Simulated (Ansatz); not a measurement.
Al₁₁. The state is a doublet with charge 0. Geometry PBE-D4/def2-SVP.

```
atom    x (Å)    y (Å)    z (Å)
 Al1  -0.7175   1.1545  -1.5370
 Al2  -1.7353  -1.1438  -1.5176
 Al3   0.0336   2.5421   0.4180
 Al4   0.1320  -2.9472  -0.7242
 Al5   1.0056  -0.9123  -2.2291
 Al6   0.6021  -0.5299   0.4590
 Al7  -1.8403   0.3759   0.9696
 Al8   2.2148   1.3859   1.5462
 Al9   2.0261   1.2067  -1.1162
Al10  -0.0758   1.0629   2.7210
Al11  -1.6454  -2.1949   1.0103
```

At HF/STO-3G, HF/def2-TZVP, r2SCAN-D4/def2-TZVP the charge 0 doublet is spin-contaminated (final ⟨S²⟩ up to 3.34, 0.75 for a pure state). At HF/STO-3G the highest occupied level of the charge 0 doublet lies above zero (up to 0.63 eV). In Hartree–Fock with STO-3G the lack of diffuse functions raises the level. Another isomer (doublet) lies 0.16 eV lower at PBE0-D4/def2-TZVP; other spin states weren't run for this one.

Task: Estimate the α-spin orbital energies around the gap (eV) in Ansatz with HF/STO-3G, HF/def2-TZVP, PBE-D4/def2-SVP, PBE-D4/def2-TZVP, r2SCAN-D4/def2-TZVP.

Result: 
| orbital | HF/STO-3G | HF/def2-TZVP | PBE-D4/def2-SVP | PBE-D4/def2-TZVP | r2SCAN-D4/def2-TZVP |
| --- | --- | --- | --- | --- | --- |
| HOMO−5 | -0.99 | -7.86 | -5.54 | -5.38 | -5.58 |
| HOMO−4 | -0.41 | -7.18 | -5.41 | -5.27 | -5.44 |
| HOMO−3 | -0.24 | -7.10 | -5.07 | -4.96 | -5.07 |
| HOMO−2 | 0.03 | -6.82 | -5.01 | -4.86 | -5.02 |
| HOMO−1 | 0.10 | -6.67 | -4.82 | -4.70 | -4.96 |
| HOMO | 0.38 | -6.49 | -4.77 | -4.63 | -4.78 |
| LUMO | 6.80 | -0.68 | -3.99 | -3.88 | -3.87 |
| LUMO+1 | 7.11 | -0.06 | -3.43 | -3.33 | -3.30 |
| LUMO+2 | 7.45 | -0.02 | -3.24 | -3.13 | -3.06 |
| LUMO+3 | 7.61 | 0.11 | -3.18 | -3.07 | -3.04 |
| LUMO+4 | 8.34 | 0.41 | -3.12 | -3.02 | -3.00 |
| LUMO+5 | 9.50 | 0.50 | -2.63 | -2.54 | -2.49 |
| β HOMO | 0.63 | -6.49 | -4.76 | -4.63 | -4.80 |
| β LUMO | 6.19 | -0.86 | -4.34 | -4.21 | -4.08 |
